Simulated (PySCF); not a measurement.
C₂H₉GaN₂, SMILES C[N](C)[GaH][NH2] (PBE0/def2-SVP optimised geometry):

```
14

Ga     0.179    -1.090     0.000
H     -0.648    -2.408    -0.010
N      1.993    -1.090     0.000
H      2.542    -1.940     0.021
H      2.581    -0.268     0.032
N     -0.676     0.526     0.000
C      0.000     1.794     0.005
C     -2.109     0.638    -0.004
H     -0.256     2.408    -0.883
H     -0.257     2.403     0.897
H      1.093     1.664     0.005
H     -2.490     1.179     0.887
H     -2.484     1.186    -0.893
H     -2.581    -0.357    -0.009
```

Level of theory: PBE0/def2-TZVP (PySCF 2.14.0).

Task: What are the frontier orbital energies and the dipole moment?

Result: HOMO-2 -8.72 eV, HOMO-1 -7.32 eV, HOMO -5.96 eV, LUMO 0.13 eV, LUMO+1 0.62 eV; dipole moment 0.74 D.

On the same geometry PBE/def2-TZVP run with PySCF gives HOMO-2 -7.40 eV, HOMO-1 -5.93 eV, HOMO -4.72 eV, LUMO -0.62 eV, LUMO+1 -0.26 eV; dipole moment 0.83 D.

Meta-Löwdin charges at PBE0/def2-TZVP: Ga1 0.51, H2 -0.08, N3 -0.68, H4 0.23, H5 0.23, N6 -0.36, C7 -0.22, C8 -0.23, H9 0.10, H10 0.10, H11 0.11, H12 0.09, H13 0.09, H14 0.11.
